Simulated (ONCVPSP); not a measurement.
**osmium ONCV: all-electron and pseudo phase curves**

ONCVPSP 4.0.1 input, shortened (lines: element, Z, core and valence counts, functional; n l f; lmax; l rc ep ncon nbas qcut; lloc lpopt rc5 dvloc0; l nproj debl; icmod fcfact rcfact), PBE, scalar-relativistic:

```
  Os 76.00   10    4        4      upf
    1    0    2.00
    2    0    2.00
    2    1    6.00
    3    0    2.00
    3    1    6.00
    3    2   10.00
    4    0    2.00
    4    1    6.00
    4    2   10.00
    4    3   14.00
    5    0    2.00
    5    1    6.00
    5    2    7.00
    6    0    1.00
    2
    0    1.35    0.00    3    6    8.90
    1    1.30    0.00    4    7    7.10
    2    1.90    0.00    5    9    9.20
    4    5    0.95    3.00
    0    3    2.10
    1    2    1.20
    2    2    3.70
    0    0.00    0.00
```

In the p channel the program set the typed energies aside and used -1.787, 0.250 Ha.

The phase is arctan(r·R′/R) of the radial function R(r), unwrapped; energies in Ha, scanned from -5 to 5 Ha. A pole is an energy at which the radial function vanishes at the test radius. The pseudo phase is shifted by a multiple of π to meet the all-electron one at the reference energy, and phase errors are pseudo minus all-electron; the curves can meet again beyond the range given. Levels narrower than the energy grid can be missing from the lists of poles.

For each channel, where are the poles, and over which energies does the pseudopotential scatter like the atom?

```tsv
channel	radius (bohr)	reference energy (Ha)	poles, all-electron	poles, pseudo	unbroken range about the reference energy with phases within 0.05 rad	phase error 1 Ha above the reference energy (rad)
s	1.37	-0.20	-1.77	-1.77	the whole range	+0.000
p	1.32	-1.79	1.06	1.05	the whole range	-0.000
d	1.92	-0.17	0.81	0.81	the whole range	-0.000
```

Note: no bound ghost flagged; GHOST(+) flagged for s at 117.2 eV, p at 313.5 eV.

Phases in the p channel:

| E (Ha) | all-electron | pseudo |
| --- | --- | --- |
| -4.96 | 0.963 | 0.962 |
| -4.72 | 0.902 | 0.901 |
| -4.48 | 0.825 | 0.824 |
| -4.24 | 0.727 | 0.727 |
| -4.00 | 0.601 | 0.600 |
| -3.76 | 0.436 | 0.436 |
| -3.52 | 0.228 | 0.228 |
| -3.28 | -0.020 | -0.020 |
| -3.04 | -0.285 | -0.286 |
| -2.80 | -0.535 | -0.535 |
| -2.56 | -0.744 | -0.745 |
| -2.32 | -0.910 | -0.910 |
| -2.08 | -1.038 | -1.038 |
| -1.84 | -1.137 | -1.137 |
| -1.60 | -1.216 | -1.216 |
| -1.36 | -1.278 | -1.278 |
| -1.12 | -1.330 | -1.330 |
| -0.88 | -1.373 | -1.373 |
| -0.64 | -1.409 | -1.409 |
| -0.40 | -1.440 | -1.440 |
| -0.16 | -1.468 | -1.468 |
| 0.08 | -1.492 | -1.492 |
| 0.32 | -1.514 | -1.514 |
| 0.56 | -1.534 | -1.534 |
| 0.80 | -1.552 | -1.552 |
| 1.04 | -1.570 | -1.570 |
| 1.28 | -1.586 | -1.586 |
| 1.52 | -1.601 | -1.601 |
| 1.76 | -1.616 | -1.617 |
| 2.00 | -1.631 | -1.631 |
| 2.24 | -1.645 | -1.645 |
| 2.48 | -1.660 | -1.660 |
| 2.72 | -1.674 | -1.674 |
| 2.96 | -1.689 | -1.689 |
| 3.20 | -1.704 | -1.704 |
| 3.44 | -1.719 | -1.720 |
| 3.68 | -1.735 | -1.737 |
| 3.92 | -1.753 | -1.754 |
| 4.16 | -1.771 | -1.773 |
| 4.40 | -1.791 | -1.794 |
| 4.64 | -1.813 | -1.817 |
| 4.88 | -1.837 | -1.843 |
